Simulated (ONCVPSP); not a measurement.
**Which change was made? (P, ONCV)**

P, optimised norm-conserving Vanderbilt (ONCV), made with ONCVPSP 4.0.1 (PBE, scalar-relativistic). Core [Ne], reference 3s2 3p3. Waves: 3s: rc 1.70 bohr, ncon 4, nbas 8, qcut 4.6 1/bohr, 2 projectors, debl 2 Ha; 3p: rc 1.55 bohr, ncon 4, nbas 7, qcut 5.8 1/bohr, 2 projectors, debl 2.5 Ha. Local part: polynomial inside 1.35 bohr (lpopt 4, dvloc0 0 Ha). Core correction: none.

Cutoffs, loose and tight: the cutoffs (Ha) at which the residual kinetic energy of the hardest occupied pseudo-wave falls to 1 and 0.1 mHa per electron. They do not see the model core or the augmentation charge, which bear on the density cutoff. Test errors are all-electron minus pseudo excitation energies from the reference, over the configurations 3s2 3p2; 3s2 3p1; 3s2 3p0; 3s1 3p0; variants that change the core or the reference have their own tests.

The base gives: outcome: generated; cutoff, loose: 9.4 Ha; cutoff, tight: 26 Ha; bound ghosts: none; GHOST(+) flags above zero: s; largest test error (meV): +183.

Question: After one change the result is: outcome: generated; cutoff, loose: 26 Ha; cutoff, tight: 56 Ha; bound ghosts: none; GHOST(+) flags above zero: s; largest test error (meV): +180. Which change was it?
A. s: qcut 7
B. s: qcut 2.8
C. s: qcut 3.6

Answer: C. The others give: s: qcut 7 → outcome: generated; cutoff, loose: 12 Ha; cutoff, tight: 16 Ha; bound ghosts: none; GHOST(+) flags above zero: none; largest test error (meV): +190 | s: qcut 2.8 → outcome: generated; cutoff, loose: 50 Ha; cutoff, tight: 61 Ha; bound ghosts: none; GHOST(+) flags above zero: s; largest test error (meV): +172.
